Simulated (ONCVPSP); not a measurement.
How hard is this bromine (Br) ONCV potential?

| Item | Value |
| --- | --- |
| Element | bromine (Br) |
| Generator | ONCVPSP 4.0.1 |
| Type | optimised norm-conserving Vanderbilt (ONCV) |
| Functional | PBE |
| Relativity | scalar-relativistic |
| Frozen core | [Ne] 3s2 |
| Valence charge | 23 |
| Reference configuration | 3p6 3d10 4s1.5 4p5.5 |
| Partial waves | 4s: rc 1.30 bohr, ncon 4, nbas 8, qcut 4.4 1/bohr, 2 projectors, debl 0.5 Ha; 3p+4p: rc 0.75 bohr, ncon 4, nbas 8, qcut 15.9 1/bohr, 2 projectors; 3d: rc 0.85 bohr, ncon 4, nbas 9, qcut 21.1 1/bohr, 2 projectors, debl 2.9 Ha; f scattering state at 0.11 Ha: rc 0.95 bohr, ncon 4, nbas 7, qcut 12.8 1/bohr, 2 projectors, debl 2.7 Ha |
| Local potential | polynomial inside 0.65 bohr (lpopt 5, dvloc0 1 Ha) |
| Core correction | none |

In the s channel the program set the typed energies aside and used -0.755, 0.250 Ha.

Q: For each optimised wave give the share of its norm inside rc, the residual kinetic energy above qcut (Ha) and the cutoffs (Ha) for errors of 10, 1, 0.1 and 0.01 mHa per electron.

A:

```csv
wave,norm inside rc,residual KE,10 mHa,1 mHa,0.1 mHa,0.01 mHa
4s,0.282,6.2e-03,8.9,21.3,67.1,87.5
s projector 2,0.064,3.4e-03,7.5,22.7,120.2,142.5
3p,0.815,5.0e-06,60.9,74.3,85.2,109.4
4p,0.033,2.5e-06,46.8,62.5,75.4,89.7
3d,0.838,1.4e-07,140.0,164.1,183.5,199.3
d projector 2,0.026,3.3e-08,108.0,140.1,166.1,186.9
f projector 1,0.000,2.0e-10,0.2,0.4,0.8,2.7
f projector 2,0.030,4.2e-05,33.2,56.5,75.7,96.4
```

The occupied waves need 164 Ha and 184 Ha for 1 and 0.1 mHa. Rows with under 1 % of the norm inside rc give no meaningful cutoff. Note: ghosts flagged at negative energy: s at -197.7 eV; no localised positive-energy state flagged. A true bound ghost makes a file unfit for plane-wave use.
